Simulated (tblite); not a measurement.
Compound: C7H12P2.
Numbering: `[CH2:1]=[CH:2]/[P:3]=[P:4]/[CH:5]1[CH2:6][CH2:7][CH2:8][CH2:9]1` (hydrogens: H10, H11 on C1; H12 on C2; H13 on C5; H14, H15 on C6; H16, H17 on C7; H18, H19 on C8; H20, H21 on C9)

A start from a force field or distance geometry was refined with GFN2-xTB geometry optimisation, gas phase (tblite). Values at the start:

```
 coordinate    start
      C1=C2  1.350 Å
     C1–H10  1.074 Å
     C1–H11  1.086 Å
      C2–P3  1.820 Å
     C2–H12  1.079 Å
      P3=P4  2.197 Å
      P4–C5  1.873 Å
      C5–C6  1.536 Å
     C5–H13  1.093 Å
      C6–C7  1.518 Å
     C6–H14  1.096 Å
     C6–H15  1.093 Å
      C7–C8  1.535 Å
     C7–H16  1.100 Å
     C7–H17  1.090 Å
   C1–C2–P3   120.6°
   C2–P3–P4   119.6°
   P3–P4–C5    98.5°
   P4–C5–C6   112.1°
   P4–C5–C9   114.4°
   C5–C6–C7   103.8°
   C6–C5–C9   102.2°
   C6–C7–C8   105.7°
C1–C2–P3–P4     180°
C2–P3–P4–C5     180°
P3–P4–C5–C6    -159°
P4–C5–C6–C7    -164°
```

Question: How do these coordinates change at the GFN2-xTB level?

Answer: 
| coordinate | GFN2-xTB (Å or °) | change |
| --- | --- | --- |
| P3=P4 | 2.036 | -0.161 |
| C1=C2 | 1.329 | -0.021 |
| C2–P3 | 1.804 | -0.016 |
| C6–C7 | 1.532 | +0.014 |
| C7–H16 | 1.089 | -0.011 |
| C1–H11 | 1.078 | -0.008 |
| C5–C6 | 1.528 | -0.008 |
| C7–C8 | 1.542 | +0.007 |
| P4–C5 | 1.866 | -0.007 |
| C2–H12 | 1.083 | +0.004 |
| C1–H10 | 1.078 | +0.004 |
| C6–H14 | 1.092 | -0.004 |
| C6–H15 | 1.090 | -0.003 |
| C5–H13 | 1.095 | +0.002 |
| C7–H17 | 1.090 | 0.000 |
| C2–P3–P4 | 98.0 | -21.6 |
| P4–C5–C9 | 111.4 | -3.0 |
| C1–C2–P3 | 121.7 | +1.1 |
| P4–C5–C6 | 113.0 | +0.9 |
| P3–P4–C5 | 99.2 | +0.7 |
| C6–C7–C8 | 105.8 | +0.1 |
| C6–C5–C9 | 102.3 | +0.1 |
| C5–C6–C7 | 103.8 | 0.0 |
| P3–P4–C5–C6 | -154 | +5 |
| C1–C2–P3–P4 | 177 | -3 |
| C2–P3–P4–C5 | -177 | +3 |
| P4–C5–C6–C7 | -161 | +3 |

The energy falls by 59.9 kJ/mol over 72 L-BFGS steps, the largest force on an atom goes from 2.31 to 0.009 eV/Å, and the atoms move by 0.299 Å rms after alignment. The bond that changes most is P3=P4 (both ends phosphorus bonded to C and P), which shortens by 0.161 Å. Bonds longer at the end by more than 0.005 Å: 4 of 21; shorter: 10. Rotational constants go from 3624, 463.9, 434.1 to 4068, 492.1, 467.5 MHz.

The run took 0.72 s wall on an Arm Neoverse V1 with one thread (shared host).

Its lowest GFN2-xTB frequency is 9 cm⁻¹, too small to tell a flat minimum from a shallow saddle. The numbers are those of one conformer.

All values are computed, not measured.
